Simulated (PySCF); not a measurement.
How the method changes the constants of AsO⁻

State: ³Σ⁻ (triplet), unpaired electrons π ↑↑. Set-up: basis As aug-cc-pVDZ-PP with ECP10, O aug-cc-pVDZ; scalar-relativistic core potentials; PySCF 2.14. De refers to As + O⁻ in their high-spin ground configurations, without counterpoise correction. The functionals are run spin-unrestricted. A positive dipole points towards O; it is taken about the centre of mass and depends on that origin.

```tsv
Level	Re (Å)	ωe (cm⁻¹)	De (eV)	μ (D)	CPU s a point (SCF and correlation, without the integrals)
UHF-MP2	1.736	772	n/a	n/a	0.4
UHF-SCS-MP2	1.729	782	n/a	n/a	n/a
PBE	1.735	768	4.98	-1.92	0.76
PW91	1.734	769	5.01	-1.96	0.56
BLYP	1.749	740	4.83	-2.03	0.94
TPSS	1.731	777	4.84	-1.93	2.6
r²SCAN	1.714	807	4.76	-1.92	1.2
PBE0	1.706	830	4.60	-2.12	1.2
```

Q: What does a quarter of exact exchange do here, going from PBE to PBE0?

A: PBE0 less PBE: -2.9 pm in Re, +8.1 % in ωe, -0.38 eV in De. Exact exchange removes part of the self-interaction that spreads semilocal densities, and in most molecules shortens and stiffens the bond and lowers De; so it does here.

Q: What does the step from GGA to meta-GGA do here, going from PBE to r²SCAN?

A: r²SCAN less PBE: -2.1 pm in Re, +5.1 % in ωe, -0.22 eV in De. 

Correlated steps freeze 5 core orbitals. Spin–orbit coupling is left out. For an ion De counts to the pair picked by the measured ionisation energies or electron affinities, which need not be the lowest pair at this level. The highest Kohn–Sham level is positive in this anion. Much of that is self-interaction error, but it also means that the finite basis helps to hold the extra electron. The state is the lowest determinant that a PBE0 search found; another state may lie lower at other levels.

The whole job (state search and all levels along the bond) took about 3 min on 1 thread of Arm Neoverse V1 (shared host), peak memory 0.7 GiB.
